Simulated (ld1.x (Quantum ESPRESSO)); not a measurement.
## As, ultrasoft: configuration errors across variants

ld1.x (Quantum ESPRESSO) 7.5 input, shortened:

```
&input
   title='As', zed=33., rel=1, dft='REVPBE', iswitch=3,
   config='[Ar] 3d10 4s2 4p3'
 /
 &inputp
   pseudotype=3, tm=.true., lloc=-2, rcloc=0.65,
   nlcc=.false.,
   which_augfun='PSQ', rmatch_augfun_nc=.true.
 /
6
4S  1  0   2.00   0.00  1.05  1.45  0.0
4S  1  0   0.00  -0.65  1.05  1.45  0.0
4P  2  1   3.00   0.00  1.60  1.85  0.0
4P  2  1   0.00   0.70  1.60  1.85  0.0
3D  3  2  10.00   0.00  0.55  0.65  0.0
3D  3  2   0.00  -2.50  0.55  0.65  0.0
 &test
   configts(1)='3d10 4s2 4p3'
 /
```

All-electron excitation energies from the reference (eV): (1) 3d10 4s2 4p2 9.105; (2) 3d10 4s2 4p1 26.961; (3) 3d10 4s2 4p0 54.558; (4) 3d9 4s2 4p4 40.079; (5) 3d10 4s2 4p2.5 3.534; (6) 3d10 4s1 4p4 9.391; (7) 3d10 4s1 4p0 105.002.

The overlap operator is not positive definite (basis up to 400 Ry) in “waves 4s (bound): rcut 1.05, rcutus 2.18 bohr; 4s channel at -0.65 Ry: rcut 1.05, rcutus 2.18 bohr”. Such files are unfit for use, however small their errors in these radial tests.

3 further variants failed, have other tests or another functional or relativity, and are left out.

A true bound ghost makes a file unfit for plane-wave use even where its test errors are small: the radial tests pick states by their node count and pass the ghost by.

Errors AE − PS in meV (a dash: test not solved or not reliable):

| change | (1) | (2) | (3) | (4) | (5) | (6) | (7) | bound ghosts |
| --- | --- | --- | --- | --- | --- | --- | --- | --- |
| base | -1.9 | -7.5 | -13 | -344 | -0.6 | +2.2 | +38 | s |
| local potential all-electron potential smoothed inside 1.05 bohr (lloc = -1) | -1.9 | -7.5 | -14 | -357 | -0.6 | +2.1 | +38 | s |
| waves 3d (bound): rcut 0.50, rcutus 0.52 bohr; 3d channel at -2.5 Ry: rcut 0.50, rcutus 0.52 bohr | -1.9 | -7.2 | -13 | -320 | -0.6 | +1.6 | +39 | s |
| core correction a·sin(br)/r model core inside 0.36 bohr | -1.5 | -5.6 | -17 | -449 | -0.5 | -2.5 | -36 | s |
| waves 4s (bound): rcut 1.05, rcutus 2.18 bohr; 4s channel at -0.65 Ry: rcut 1.05, rcutus 2.18 bohr | -1.9 | -7.3 | -12 | -396 | -0.6 | +2.9 | +44 | not determined (overlap not positive) |
| wave 4p channel at 0.7 Ry: rcut 1.60, rcutus 1.85 bohr becomes 4p channel at -0.11 Ry: rcut 1.60, rcutus 1.85 bohr | -1.8 | -7.2 | -13 | -344 | -0.6 | +2.2 | +38 | s |

Problem. Give the same row for: type PAW; local potential all-electron potential smoothed inside 0.85 bohr (lloc = -1); core correction a·sin(br)/r model core, default radius (ld1.x builds one for every PAW set, though the input has nlcc=.false.).

Solution. -111, -545, -1437, +1451, -25, -351, -3132; bound ghosts: not determined.
